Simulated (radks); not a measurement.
Initial-state core-level shifts of neutral lead when its valence configuration changes from [Hg] 6p2. All-electron calculation, scalar-relativistic Kohn-Sham, PBE, spin-polarised, spherical densities, finite nucleus; open shells are filled with parallel spins first (spin-orbit coupling, left out, can overturn this in heavy ions); Fermi nuclear charge, rms radius 5.5012 fm. Program: a radial shooting solver on a logarithmic mesh with Libxc functionals. Shifts are changes of the shell-averaged eigenvalues in eV (positive: less bound); the change of the density at the nucleus, which sets a Mossbauer isomer shift, is in e/bohr^3, on a base of 2.955e+06.

| valence | 2s | 3s | 3p | 4p | density at nucleus |
|---|---|---|---|---|---|
| [Xe] 4f14 5d9 6s2 6p3 | -5.951 | -5.864 | -5.863 | -5.777 | +82.2 |
| [Xe] 4f14 5d10 6s1 6p3 | -1.462 | -1.480 | -1.480 | -1.489 | -255.4 |
| [Xe] 4f13 5d10 6s2 6p3 | -21.648 | -23.807 | -23.760 | -19.931 | +291.5 |
| [Xe] 4f14 5d8 6s2 6p4 | -12.322 | -12.123 | -12.119 | -11.923 | +166.0 |
| [Xe] 4f13.5 5d10 6s2 6p2.5 | -10.714 | -11.786 | -11.764 | -9.901 | +144.1 |
| [Xe] 4f14 5d10 6p4 | -3.537 | -3.566 | -3.565 | -3.576 | -515.9 |
| [Xe] 4f13 5d10 6p5 | -25.250 | -27.436 | -27.389 | -23.565 | -296.2 |
| [Xe] 4f14 5d9.5 6s2 6p2.5 | -2.970 | -2.929 | -2.928 | -2.889 | +40.9 |
